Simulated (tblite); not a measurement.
C₆H₁₀BClO.
Numbering: `[CH3:1][C@H:2]1[BH:3][O:4][C:5]([Cl:6])=[CH:7][CH2:8][CH2:9]1` (hydrogens: H10, H11, H12 on C1; H13 on C2; H14 on B3; H15 on C7; H16, H17 on C8; H18, H19 on C9)

Computed with GFN2-xTB (tblite), gas phase: L-BFGS steps from a force-field or distance-geometry start until the largest atomic force falls under 0.01 eV/Å.

Step 78: E = -757.2576 eV
```
atom  x, y, z in Å  |  force x, y, z in eV/Å
C1      2.3298    0.2368   -0.4238    0.002   0.028  -0.001
C2      1.0473    0.0583    0.4024   -0.076   0.001   0.009
B3      0.2994    1.4649    0.5690    0.004  -0.046  -0.022
O4     -0.9585    1.7711    0.2368    0.016  -0.057   0.011
C5     -1.9528    1.0185   -0.2627   -0.030   0.005  -0.015
Cl6    -3.1290    2.0152   -1.0726   -0.009   0.022   0.014
C7     -2.1459   -0.2914   -0.1675   -0.005   0.027  -0.028
C8     -1.1552   -1.2268    0.4596   -0.020   0.056  -0.047
C9      0.2251   -1.0913   -0.1982   -0.003   0.017   0.043
H10     3.0268    0.9012    0.0761    0.018   0.025   0.060
H11     2.0885    0.6731   -1.3881    0.015  -0.017  -0.109
H12     2.8187   -0.7209   -0.5905    0.008  -0.003   0.026
H13     1.3533   -0.2562    1.4094    0.028  -0.007  -0.021
H14     0.8935    2.3750    1.0168   -0.030   0.008  -0.008
H15    -3.0389   -0.7097   -0.6075    0.063   0.030   0.043
H16    -1.5291   -2.2446    0.3453    0.035   0.007   0.049
H17    -1.0596   -1.0060    1.5273   -0.019  -0.059  -0.017
H18     0.7839   -2.0205   -0.0673   -0.011  -0.058  -0.010
H19     0.0928   -0.9375   -1.2717    0.015   0.020   0.025
```

Step 79: E = -757.2591 eV
```
atom  x, y, z in Å  |  force x, y, z in eV/Å
C1      2.3368    0.2342   -0.4193   -0.013   0.006   0.000
C2      1.0475    0.0605    0.3980   -0.077   0.023   0.012
B3      0.2983    1.4670    0.5599    0.007  -0.030  -0.003
O4     -0.9629    1.7689    0.2368    0.020  -0.033   0.000
C5     -1.9595    1.0177   -0.2596   -0.014   0.016  -0.005
Cl6    -3.1419    2.0176   -1.0585    0.007  -0.002   0.021
C7     -2.1473   -0.2928   -0.1663   -0.011   0.031  -0.026
C8     -1.1527   -1.2259    0.4578   -0.043   0.050  -0.047
C9      0.2250   -1.0880   -0.2040    0.005   0.031   0.061
H10     3.0348    0.8934    0.0872   -0.006   0.026   0.034
H11     2.1052    0.6677   -1.3884    0.027  -0.017  -0.064
H12     2.8194   -0.7278   -0.5782    0.025  -0.005   0.011
H13     1.3459   -0.2528    1.4078    0.033  -0.004  -0.021
H14     0.8915    2.3813    1.0024   -0.033  -0.008  -0.015
H15    -3.0395   -0.7134   -0.6029    0.025   0.014   0.026
H16    -1.5244   -2.2446    0.3465    0.029   0.000   0.028
H17    -1.0596   -1.0069    1.5259    0.008  -0.042  -0.013
H18     0.7829   -2.0178   -0.0763    0.004  -0.062  -0.016
H19     0.0907   -0.9290   -1.2762    0.008   0.008   0.018
```

Task: Estimate the geometry and energy of step 80. (The exact step hangs on the optimiser's Hessian estimate; all steps are aligned on step 79, rigid shifts and turns removed.)

Result: E = -757.2603 eV, largest force 0.054 eV/Å
```
atom  x, y, z in Å  |  force x, y, z in eV/Å
C1      2.3419    0.2337   -0.4186   -0.016  -0.008  -0.003
C2      1.0488    0.0621    0.3944   -0.048   0.017   0.004
B3      0.2965    1.4656    0.5563    0.009  -0.030   0.008
O4     -0.9646    1.7650    0.2349   -0.011  -0.001  -0.017
C5     -1.9637    1.0175   -0.2616   -0.008   0.010   0.009
Cl6    -3.1489    2.0217   -1.0504    0.011  -0.012   0.018
C7     -2.1496   -0.2931   -0.1680   -0.036   0.018  -0.030
C8     -1.1517   -1.2222    0.4555   -0.042   0.025  -0.023
C9      0.2257   -1.0855   -0.2061    0.006   0.018   0.043
H10     3.0399    0.8910    0.0924   -0.033   0.018   0.001
H11     2.1178    0.6619   -1.3931    0.029  -0.013  -0.013
H12     2.8217   -0.7310   -0.5708    0.034  -0.002   0.009
H13     1.3463   -0.2511    1.4040    0.033  -0.002  -0.002
H14     0.8828    2.3801    1.0039   -0.002   0.016  -0.008
H15    -3.0441   -0.7165   -0.5969    0.025   0.019   0.016
H16    -1.5191   -2.2426    0.3512    0.004  -0.020  -0.007
H17    -1.0619   -1.0042    1.5235    0.032  -0.011   0.005
H18     0.7804   -2.0177   -0.0804    0.013  -0.049  -0.010
H19     0.0918   -0.9253   -1.2777   -0.001   0.006   0.000
```

The energy changes by -0.0012 eV. The first-order estimate −F·Δx gives -0.0020 eV and the mean of the old and new forces, exact on a quadratic surface, -0.0012 eV. The step makes an angle of 72° with the force vector and moves no atom by more than 0.015 Å.

What follows is the cost of the whole relaxation. Hardware: an Arm Neoverse N1 with one thread, shared host with 64 logical CPUs at a one-minute load of 61. Cost: 1.6 s of wall time.
